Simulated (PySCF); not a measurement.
# Excitation energy of Cl⁺ by level of theory

Cl⁺ [Ne] 3s2 3p4 (3P) → Cl⁺ [Ne] 3s1 3p5 (3P), as a difference of total energies. All numbers are calculated (PySCF 2.14, the spin-free X2C one-electron Hamiltonian (Gaussian nucleus), in x2c-TZVPPall with one added diffuse shell each of s, p, d type (6s6p4d1f, 51 functions)). Correlated levels: valence: [Ne] frozen; valence and next inner shell: 1s2 frozen. The calculations carry no spin-orbit coupling.

Question: Order these methods by the excitation energy they give, lowest first.
A. SCS-MP2 (valence)
B. r2SCAN0
C. SCS-MP2 (valence and next inner shell)
D. BP86

Answer: D (12.444 eV), C (12.941 eV), A (12.971 eV), B (13.151 eV).

Errors of the correlated levels include the incompleteness of this basis and the frozen core.

For comparison: 11.573 eV (measured; NIST levels, between the centres of gravity of the two terms).
